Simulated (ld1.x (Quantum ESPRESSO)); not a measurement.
# What one change does to a pseudopotential (Lu, TM semilocal)

- Element: Lu (Z = 71)
- Generator: ld1.x (Quantum ESPRESSO) 7.5
- Type: norm-conserving Troullier–Martins (semilocal form)
- Functional: PBE
- Relativity: scalar-relativistic
- Frozen core: [Xe] 4f14
- Valence charge: 3
- Reference configuration: 5d1 6s1 6p0 (charge +1)
- Partial waves: 6s (bound): rc 2.20 bohr; 6p (bound, empty): rc 2.70 bohr; 5d (bound): rc 2.35 bohr
- Local potential: the d channel
- Core correction: none

All-electron outer shells of the reference configuration (PBE, scalar-relativistic, ld1.x):

| shell | level (eV) | outermost node (bohr) | outermost maximum (bohr) |
| --- | --- | --- | --- |
| 4f | -16.33 | – | 0.47 |
| 6s | -10.21 | 1.41 | 2.93 |
| 5d | -7.87 | 0.68 | 1.80 |
| 6p | -6.02 | 1.71 | 3.81 |

Change: wave 5d (bound): rc 2.35 bohr becomes 5d (bound): rc 3.10 bohr.

Cutoffs: the cutoffs (Ry, on a coarse ladder) from which the occupation-weighted sum of valence levels, in a spherical-Bessel basis at the reference potential, stays within 10 and 1 mRy of its value at 400 Ry; they do not see the model core or the augmentation charge, which bear on the density cutoff. Errors are all-electron minus pseudo energies relative to the spin-unpolarised reference configuration.

What does the change do?

The potential gets softer (18 Ry and 30 Ry → 15 Ry and 30 Ry); of the 7 tests that both files solve, the error grows in 1 and shrinks in 0 by more than 15 % and 0.3 meV (median size 154.5 → 177.6 meV); neither file shows a bound ghost. A larger radius leaves more room for a smooth pseudo-wave, so fewer plane waves are needed. A semilocal file is local in each channel, so a ghost entry of none says nothing of the separable form that plane-wave codes build from it.

```csv
quantity,base,changed
"cutoff, loose",18 Ry,15 Ry
"cutoff, tight",30 Ry,30 Ry
loose cutoff by channel (10 mRy a level),"s 12 Ry, d 18 Ry","s 12 Ry, d 15 Ry"
bound ghosts,none,none
"error for 5d1 6s2 6p0, meV [ΔE -7.37 eV]",+32,+32
"error for 5d1 6s0 6p0, meV [ΔE 13.28 eV]",+196,+196
"error for 5d1 6s1.5 6p0, meV [ΔE -4.38 eV]",+12,+13
"error for 5d2 6s0 6p0, meV [ΔE 2.53 eV]",+154,+178
"error for 5d0 6s2 6p0, meV [ΔE -2.11 eV]",+347,+369
"error for 5d0 6s2 6p1, meV [ΔE -6.42 eV]",+323,+348
"error for 5d1.5 6s1.5 6p0, meV [ΔE -5.88 eV]",+18,+17
```
